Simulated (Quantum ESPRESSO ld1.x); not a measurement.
Problem. These are the eigenvalues of the occupied orbitals of an atom or ion with whole-number occupations (eV). Method: Dirac Kohn-Sham, PBE, spin-unpolarised, spherical densities, point nucleus; computed with ld1.x of Quantum ESPRESSO 7.5.

| orbital | eigenvalue |
|---|---|
| 1s1/2 | -45382.1 |
| 2s1/2 | -7710.66 |
| 2p1/2 | -7322.58 |
| 2p3/2 | -6762.32 |
| 3s1/2 | -1991.59 |
| 3p1/2 | -1825.63 |
| 3p3/2 | -1712.44 |
| 3d3/2 | -1424.70 |
| 3d5/2 | -1400.16 |
| 4s1/2 | -688.181 |
| 4p1/2 | -623.388 |
| 4p3/2 | -595.839 |
| 4d3/2 | -488.025 |
| 4d5/2 | -482.662 |

Which element is it, and in what charge state? The configuration may be excited. Open shells, if any, are shared by 2j + 1.

Solution. Z = 61, promethium, charge +17: Pm17+ in [Kr] 4d8. The list shows which subshells hold electrons but not how many an open one holds; the 1s level, -1667.8 hartree, gives Z - s = 57.8 by -(Z - s)^2/2, which with screening and relativity narrows Z to a few neighbours, and the depths of the outer levels then fix element, charge and occupations together.
